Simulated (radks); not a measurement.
The indium ion In2+, configuration [Kr] 4d10 5s1 (the NIST ground configuration).

All-electron calculation, non-relativistic Kohn-Sham, PBE, spin-polarised, spherical densities, point nucleus; open shells are filled with parallel spins first (spin-orbit coupling, left out, can overturn this in heavy ions); relativity is left out, which matters for an element this heavy. Program: a radial shooting solver on a logarithmic mesh with Libxc functionals.

Energy parts (eV):
part                       energy
total                 -156226.658
kinetic                156164.848
electron-nucleus      -370854.525
Hartree                 62687.377
exchange-correlation    -4224.358

Orbitals (lengths in bohr, moments of r in powers of bohr; r(max) is where P^2 peaks):
orbital,occ.,eigenvalue (eV),<r^4>,<r>,r(max),<1/r>
1s up,1,-26815.05,4.209e-06,0.03105,0.02056,48.48
1s down,1,-26815.02,4.209e-06,0.03105,0.02056,48.48
2s up,1,-3941.803,0.0007632,0.1343,0.1140,11.06
2s down,1,-3941.793,0.0007632,0.1343,0.1140,11.06
2p up,3,-3682.375,0.0005012,0.1146,0.08926,11.07
2p down,3,-3682.362,0.0005012,0.1146,0.08926,11.07
3s up,1,-759.5338,0.03393,0.3617,0.3279,3.971
3s down,1,-759.5054,0.03393,0.3617,0.3279,3.971
3p up,3,-653.3483,0.03325,0.3529,0.3144,3.892
3p down,3,-653.3202,0.03324,0.3529,0.3144,3.892
3d up,5,-456.6414,0.02878,0.3243,0.2587,3.747
3d down,5,-456.6193,0.02878,0.3243,0.2587,3.747
4s up,1,-128.5454,1.144,0.8788,0.7965,1.562
4s down,1,-128.4793,1.139,0.8783,0.7966,1.562
4p up,3,-93.9146,1.565,0.9353,0.8277,1.449
4p down,3,-93.8232,1.551,0.9340,0.8277,1.450
4d up,5,-37.4690,4.770,1.159,0.9261,1.152
4d down,5,-37.2148,4.580,1.151,0.9250,1.159
5s up,1,-23.1222,65.43,2.422,2.124,0.5271
5s down,0,-22.0602,64.18,2.412,2.119,0.5297
5p up,0,-16.5013,131.4,2.866,2.478,0.4410
5p down,0,-15.3863,129.1,2.850,2.478,0.4435
5d up,0,-8.3732,665.8,4.303,3.799,0.2918

The highest occupied level is 5s up at -23.122 eV. The density falls to 0.001 e/bohr^3 at r = 3.61 bohr. Summed over all electrons, <r^2> = 32.77 bohr^2, which gives a Langevin (diamagnetic) susceptibility term of -26 x 10^-6 cm^3/mol. For comparison, the ionisation energy in NIST's Atomic Spectra Database is 28.044 eV (measured). In exact Kohn-Sham theory the highest level is minus the ionisation energy, but local and semilocal functionals leave it too shallow, through self-interaction and a potential that decays too fast; potentials with the right tail come closer. The spin density at the nucleus is 16.20 e/bohr^3 (1s 0.06, 2s 0.03, 3s 0.00, 4s -0.07, 5s 16.18). Virial ratio -V/T = 2.00040. The electron density at the nucleus is 8.272e+04 e/bohr^3. Spin moment in Bohr magnetons: 1.
